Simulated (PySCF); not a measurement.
Dipole response of Fe+ (iron, charge +1)

[Ar] 3d6 4s1, high-spin 6D determinant. Calculation: PySCF 2.14, in x2c-QZVPPall with one added diffuse shell each of s, p, d, f, g type (12s8p6d5f3g, 128 functions); scalar relativity by spin-free X2C-1e. Coupled (time-dependent) response in atomic units; α is the mean over directions.

| method | mean α (bohr³) | α xx, yy, zz | C₆ (like pair) | S(−4) |
| --- | --- | --- | --- | --- |
| PBE0 | 26.50 | 26.01, 26.01, 27.49 | 132.8 | 575.5 |

S(−4) is the Cauchy moment in α(ω) = α(0) + S(−4) ω² + …

α(iu) at PBE0:

| u (hartree) | α(iu) (bohr³) |
| --- | --- |
| 0 | 26.50 |
| 0.0500 | 25.15 |
| 0.100 | 21.92 |
| 0.200 | 15.04 |
| 0.300 | 10.48 |
| 0.500 | 6.090 |
| 0.750 | 3.886 |
| 1.00 | 2.831 |
| 1.50 | 1.803 |
| 2.00 | 1.289 |
| 3.00 | 0.7695 |
| 5.00 | 0.3695 |

A single London oscillator, α(iu) = α/(1 + u²/ω²), gives C₆ = (3/4) ω α². Matching the computed C₆ needs ω = 4 × 132.8 / (3 × 26.50²) = 0.252 hartree.

For an ion, C₆ is the dispersion term alone; charge-induced terms of lower order in 1/R come first.

The components differ because the open shell of this determinant is not spherical; for a pure term their mean is the scalar polarisability.
